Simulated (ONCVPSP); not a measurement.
## Ranking ONCV potentials for Ba (Z = 56)

All share these settings but for the change named:

Ba (Z = 56), optimised norm-conserving Vanderbilt (ONCV), made with ONCVPSP 4.0.1 (PBE, scalar-relativistic). Core [Kr] 4d10, reference 5s2 5p6 6s2. Waves: 5s+6s: rc 2.80 bohr, ncon 4, nbas 8, qcut 4.2 1/bohr, 2 projectors; 5p: rc 2.55 bohr, ncon 3, nbas 7, qcut 6.7 1/bohr, 2 projectors, debl 2.2 Ha; d scattering state at 0.4 Ha: rc 2.50 bohr, ncon 4, nbas 8, qcut 4.6 1/bohr, 2 projectors, debl 3.1 Ha. Local part: polynomial inside 2.15 bohr (lpopt 5, dvloc0 0 Ha). Core correction: none.

In the d channel the program set the typed energies aside and used 0.050, 3.150 Ha.

Test errors are all-electron minus pseudo excitation energies from the reference, over 5s2 5p6 6s1; 5s2 5p6 6s0; 5s2 5p6 6s1.5; 5s2 5p5 6s2. None of these files shows a bound ghost.

The base gives 7.4 meV.

Of 7 variants that were run, those that failed, showed a ghost or another fault, or gave nearly equal values are left out.

A variant can come out equal or close to the base, since the largest error may sit in a test that the change hardly touches while other tests move.

Q: Rank these variants by their largest absolute test error, smallest first.
A. all radii scaled by about 1.15 (s 3.22, p 2.92, d 2.86 bohr); local potential polynomial inside 2.46 bohr (lpopt 5, dvloc0 0 Ha)
B. all radii scaled by about 0.96 (s 2.68, p 2.44, d 2.40 bohr); local potential polynomial inside 2.06 bohr (lpopt 5, dvloc0 0 Ha)
C. all radii scaled by about 1.32 (s 3.70, p 3.36, d 3.30 bohr); local potential polynomial inside 2.84 bohr (lpopt 5, dvloc0 0 Ha)
D. all radii scaled by about 1.25 (s 3.50, p 3.18, d 3.12 bohr); local potential polynomial inside 2.68 bohr (lpopt 5, dvloc0 0 Ha)

A: B (7.5 meV), A (12.3 meV), D (19.2 meV), C (307.5 meV).
